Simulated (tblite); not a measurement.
Species: C4H6BFO3.
SMILES with atom numbers: `[OH:1][B:2]([OH:3])[C:4]1=[CH:5][O:6][CH2:7][C@@H:8]1[F:9]` (hydrogens: H10 on O1; H11 on O3; H12 on C5; H13, H14 on C7; H15 on C8)

Computed with GFN2-xTB (tblite), gas phase: L-BFGS steps from a force-field or distance-geometry start until the largest atomic force falls under 0.01 eV/Å.

At the end of the run (lengths in Å): O1–B2 1.347, B2–O3 1.362, O1–H10 0.958, C4–C8 1.511, B2–C4 1.563, C5–O6 1.349, C7–H14 1.093, B2–C4–C8 123.8°, B2–C4–C5 129.9°, O3–B2–C4 123.3°, C4–C5–O6 116.5°, O1–B2–C4–C5 -161°, B2–C4–C5–O6 179°, C4–C5–O6–C7 0°, H11–O3–B2–O1 -179°, H10–O1–B2–O3 2°.

**Question.** These geometries were met on the way; a selection of coordinates is given. Order them by energy above the end point, lowest first.
A. O1–B2 1.465, B2–O3 1.477, O1–H10 1.005, C4–C8 1.472, B2–C4 1.555, C5–O6 1.384, C7–H14 1.123, B2–C4–C8 123.2°, B2–C4–C5 126.6°, O3–B2–C4 116.6°, C4–C5–O6 110.7°, O1–B2–C4–C5 110°, B2–C4–C5–O6 180°, C4–C5–O6–C7 -16°, H11–O3–B2–O1 -118°, H10–O1–B2–O3 -45°
B. O1–B2 1.343, B2–O3 1.360, O1–H10 0.959, C4–C8 1.537, B2–C4 1.588, C5–O6 1.365, C7–H14 1.108, B2–C4–C8 111.5°, B2–C4–C5 142.9°, O3–B2–C4 126.5°, C4–C5–O6 116.2°, O1–B2–C4–C5 107°, B2–C4–C5–O6 -177°, C4–C5–O6–C7 -7°, H11–O3–B2–O1 -173°, H10–O1–B2–O3 4°
C. O1–B2 1.325, B2–O3 1.355, O1–H10 0.944, C4–C8 1.532, B2–C4 1.574, C5–O6 1.362, C7–H14 1.096, B2–C4–C8 116.4°, B2–C4–C5 137.9°, O3–B2–C4 116.5°, C4–C5–O6 115.6°, O1–B2–C4–C5 101°, B2–C4–C5–O6 -179°, C4–C5–O6–C7 -13°, H11–O3–B2–O1 -114°, H10–O1–B2–O3 -50°
D. O1–B2 1.339, B2–O3 1.360, O1–H10 0.959, C4–C8 1.512, B2–C4 1.572, C5–O6 1.358, C7–H14 1.096, B2–C4–C8 116.9°, B2–C4–C5 136.5°, O3–B2–C4 123.8°, C4–C5–O6 115.9°, O1–B2–C4–C5 109°, B2–C4–C5–O6 -178°, C4–C5–O6–C7 -4°, H11–O3–B2–O1 170°, H10–O1–B2–O3 -3°
E. O1–B2 1.338, B2–O3 1.380, O1–H10 0.966, C4–C8 1.522, B2–C4 1.599, C5–O6 1.353, C7–H14 1.086, B2–C4–C8 110.2°, B2–C4–C5 142.6°, O3–B2–C4 126.6°, C4–C5–O6 115.0°, O1–B2–C4–C5 99°, B2–C4–C5–O6 178°, C4–C5–O6–C7 -5°, H11–O3–B2–O1 -145°, H10–O1–B2–O3 -26°

**Answer.** D (0.246 eV), B (0.404 eV), E (0.659 eV), C (1.239 eV), A (2.030 eV).

| step | E above end (eV) | rms distance from the end, all atoms (Å) | largest force (eV/Å) | rms shift of all bonds from the end (Å) |
| --- | --- | --- | --- | --- |
| 23 | 0.246 | 0.925 | 0.294 | 0.005 |
| 12 | 0.404 | 0.972 | 0.476 | 0.012 |
| 8 | 0.659 | 0.993 | 1.095 | 0.014 |
| 2 | 1.239 | 1.010 | 1.404 | 0.011 |
| 0 | 2.030 | 1.027 | 4.119 | 0.049 |

Rows stand in the order of the answer.
